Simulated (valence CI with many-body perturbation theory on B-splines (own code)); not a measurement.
**Ladder of approximations for Pr¹⁸⁺**

Computed by configuration interaction combined with many-body perturbation theory (CI+MBPT): five valence electrons over a frozen Dirac-Fock core [Kr], radial functions for each j: 7 s, 7 p, 8 d, 6 f, 4 g, 1 h, with the one-electron correlation potential Σ1 (screened to all orders), the two-electron term Σ2, the three-electron term Σ3, Breit, model QED; selected single and double excitations, second order for the rest (own B-spline code, finite nucleus).

No measured levels were compared; by estimate terms of the open shell hold to 2 to 4 % of their energy, and close levels can change places. Core correlation moves these levels by up to 12000 cm⁻¹, and in measured spectra 5 to 20 % of such shifts remained as error; rates that hang on mixing are uncertain with them. Among the levels kept, up to 270 cm⁻¹ of a level comes from second order outside the variational space, and about a tenth of that is noise between levels of different J, which matters for small intervals. Only levels of the ground parity were solved; by the run's estimate the other parity begins above the list, which can be wrong where configurations are misplaced.

Each rung adds one term. CI alone is the Dirac-Coulomb CI over the frozen core; QED comes last and gives the full result, which names the levels. Energies are above (4d3/2^3 4d5/2^2) J=5/2 [a] on the same rung, in cm⁻¹.

Levels are named by their leading jj configuration (3d3/2^4 stands for four electrons in 3d with j = 3/2), which in mixed levels can hold well under half, so a name can repeat and another be missing. Letters in brackets count levels of one name in rising energy.

```tsv
Level	CI alone	+ Σ1	+ Σ2	+ Σ3	+ Breit	Full
(4d3/2^4 4d5/2) J=5/2	39746	39634	37156	34901	35276	35241
(4d3/2^3 4d5/2^2) J=7/2 [a]	58261	58395	54923	52830	52616	52632
(4d3/2^3 4d5/2^2) J=3/2	58959	59063	57403	54849	54810	54823
(4d3/2^3 4d5/2^2) J=11/2	62793	62992	58734	56641	56062	56087
(4d3/2^3 4d5/2^2) J=5/2 [b]	64456	64725	62130	60108	59688	59738
(4d3/2^3 4d5/2^2) J=9/2	66301	66554	62636	60655	60100	60141
(4d3/2^3 4d5/2^2) J=1/2	68845	69059	68023	65450	65155	65195
(4d3/2^2 4d5/2^3) J=7/2 [a]	80852	81213	77726	75168	74531	74596
(4d3/2^3 4d5/2^2) J=5/2 [c]	83550	83855	81833	79210	78665	78726
(4d3/2^3 4d5/2^2) J=7/2 [b]	93710	94000	90141	86511	85959	86011
(4d3/2^2 4d5/2^3) J=11/2	94601	95085	89551	87104	85996	86088
(4d3/2^2 4d5/2^3) J=1/2 [a]	93760	94298	92392	89879	88941	89057
(4d3/2^2 4d5/2^3) J=3/2 [a]	94949	95362	94083	91203	90502	90584
(4d3/2^2 4d5/2^3) J=9/2 [a]	100080	100495	96102	93053	92166	92244
(4d3/2^2 4d5/2^3) J=3/2 [b]	98880	99308	98522	95625	94827	94926
(4d3/2^2 4d5/2^3) J=13/2	105378	105950	99502	96869	95390	95496
(4d3/2^2 4d5/2^3) J=5/2 [a]	106196	106712	103902	100908	99999	100100
(4d3/2^2 4d5/2^3) J=9/2 [b]	118023	118552	115690	112365	111246	111353
(4d3/2^2 4d5/2^3) J=7/2 [b]	123466	124043	119021	115274	114120	114229
```

Question: How does the ionisation energy move along the ladder, and which term matters most?

Answer: CI alone 512.01, + Σ1 514.16, + Σ2 516.62, + Σ3 516.64, + Breit 516.66, + QED 516.67 eV. The largest step is Σ2, 2.46 eV. NIST lists 516 ± 3 eV (theoretical).
